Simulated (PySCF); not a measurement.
Constitutional and geometric isomers with formula C2H6Si. Gas-phase values, no solvent. Strings in code marks are SMILES.

The T1 excitation (TDA) from two functionals at the same geometries (PBE0-D3(BJ)/def2-TZVP), both in PySCF: PBE-D3(BJ)/def2-TZVP and ωB97X-D3(BJ)/def2-TZVP. Excitations are Tamm–Dancoff values on a coarser integration grid. The basis has no diffuse functions, so Rydberg states are missing or too high.

```json
[
 {"species": "`C(C)=[SiH2]`", "PBE-D3(BJ)/def2-TZVP (eV)": "2.52"},
 {"species": "`C=[SiH]C`", "PBE-D3(BJ)/def2-TZVP (eV)": "2.89"},
 {"species": "`C=C[SiH3]`", "PBE-D3(BJ)/def2-TZVP (eV)": "4.38"},
 {"species": "`[SiH2]1CC1`", "PBE-D3(BJ)/def2-TZVP (eV)": "4.72"}
]
```

Problem. What does ωB97X-D3(BJ)/def2-TZVP give for each?

Solution. 
- `C(C)=[SiH2]`: 2.63
- `C=[SiH]C`: 3.10
- `C=C[SiH3]`: 4.44
- `[SiH2]1CC1`: 5.33
Over these rows, drawn at random from the members with no instability flagged (it was tested for open shells, ions and some series alone), PBE minus ωB97X-D3(BJ): mean -0.25 eV, from -0.61 eV to -0.06 eV.
